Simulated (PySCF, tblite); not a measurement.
Isomers of C6H13FN2Si. Calculated harmonic vibrations of the isolated species, GFN2-xTB (tblite), most abundant isotopes, no scaling. This tight-binding method is rough: wavenumbers can miss measured ones by several per cent, in bad cases by 10 to 20. Modes of hydrogen on silicon can be 10 to 20 % off. One conformer each.

Electronic energies: PBE0/pcSseg-1 single points on the GFN2-xTB geometries (PySCF, gas phase).

```
                      SMILES  electronic energy, lowest = 0 (kJ/mol)
   C=CC[Si@@H]1NC[C@H](CF)N1                                     0.0
   CC1=NN([SiH](C)C)C[C@H]1F                                    22.0
C=C(F)[Si@@H]1NC[C@@H]1N(C)C                                   171.7
   CN(C)[SiH2][C@@H](F)CCC#N                                    90.5
```

Problem. How do GFN2-xTB zero-point energies change the relative energies?

Solution. 
```json
{"SMILES": "C=CC[Si@@H]1NC[C@H](CF)N1", "ZPE (kJ/mol)": "486.5", "of it from modes above 1550 cm⁻¹": "243.8", "electronic (kJ/mol)": "0.0", "with ZPE, lowest = 0 (kJ/mol)": "0.0", "lowest mode (cm⁻¹)": "28", "rings": "1"}
{"SMILES": "CC1=NN([SiH](C)C)C[C@H]1F", "ZPE (kJ/mol)": "478.5", "of it from modes above 1550 cm⁻¹": "239.4", "electronic (kJ/mol)": "22.0", "with ZPE, lowest = 0 (kJ/mol)": "14.0", "lowest mode (cm⁻¹)": "23", "rings": "1"}
{"SMILES": "CN(C)[SiH2][C@@H](F)CCC#N", "ZPE (kJ/mol)": "475.9", "of it from modes above 1550 cm⁻¹": "236.8", "electronic (kJ/mol)": "90.5", "with ZPE, lowest = 0 (kJ/mol)": "79.9", "lowest mode (cm⁻¹)": "34", "rings": "0"}
{"SMILES": "C=C(F)[Si@@H]1NC[C@@H]1N(C)C", "ZPE (kJ/mol)": "480.6", "of it from modes above 1550 cm⁻¹": "239.5", "electronic (kJ/mol)": "171.7", "with ZPE, lowest = 0 (kJ/mol)": "165.7", "lowest mode (cm⁻¹)": "24", "rings": "1"}
```

The zero-point energies span 10.6 kJ/mol, from `CN(C)[SiH2][C@@H](F)CCC#N` to `C=CC[Si@@H]1NC[C@H](CF)N1`. The order is unchanged.

Problem. And how do the electronic energies of GFN2-xTB itself compare?

Solution. `C=CC[Si@@H]1NC[C@H](CF)N1` 0.0; `CC1=NN([SiH](C)C)C[C@H]1F` 17.5; `CN(C)[SiH2][C@@H](F)CCC#N` 73.3; `C=C(F)[Si@@H]1NC[C@@H]1N(C)C` 147.9 kJ/mol, lowest = 0. Against the energies above, taken from the same isomer `C=CC[Si@@H]1NC[C@H](CF)N1`, the largest difference is 23.8 kJ/mol.
